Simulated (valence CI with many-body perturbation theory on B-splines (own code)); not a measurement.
**Questions on Ru22+**

Computed by relativistic CI+MBPT: four valence electrons over a frozen Dirac-Fock core [Ar], a basis of 9 s, 9 p, 10 d, 8 f, 5 g, 3 h, 1 i functions for each j, with the one-electron correlation potential Σ1 (screened to all orders), the two-electron term Σ2, the three-electron term Σ3, Breit, model QED; selected single and double excitations, second order for the rest (own B-spline code, finite nucleus).

No measured levels were compared; by estimate terms of the open shell hold to 2 to 4 % of their energy, and close levels can change places. Core correlation moves these levels by up to 9700 cm⁻¹, and in measured spectra 5 to 20 % of such shifts remained as error; rates that hang on mixing are uncertain with them. Only levels of the ground parity were solved; by the run's estimate the other parity begins above the list, which can be wrong where configurations are misplaced.

Names give the largest LS component (configuration and term), which can be under half, so a name can repeat, a term be missing and a line seem to break the LS rules; names also repeat where a configuration has a term twice.

Rates and lifetimes use the calculated energies. Strong lines usually hold to 10 to 20 %, long lifetimes can be off by a factor of two.

Q: What is the ground level?

A: 3d4 5D_0, composition 71 % 3d4 5D + 27 % 3d4 3P + 2 % 3d4 1S.

Q: What is the ionisation energy?

A: 1048.1 eV; NIST lists 1048 ± 4 eV (theoretical).

Q: How well does LS coupling describe the low levels?

A: Among the lowest 20 levels the leading LS term, summed over configurations, holds 67 % on average. For single configurations the figures are 67 % in LS and 65 % in jj coupling. Terms mix most in the J = 2 level at 164810 cm⁻¹, where the leading one holds 33 %.

Q: How is the term 5D of the ground level split?

A: J = 0 at 0, J = 1 at 15679, J = 2 at 30223, J = 3 at 42270, J = 4 at 51152 cm⁻¹.
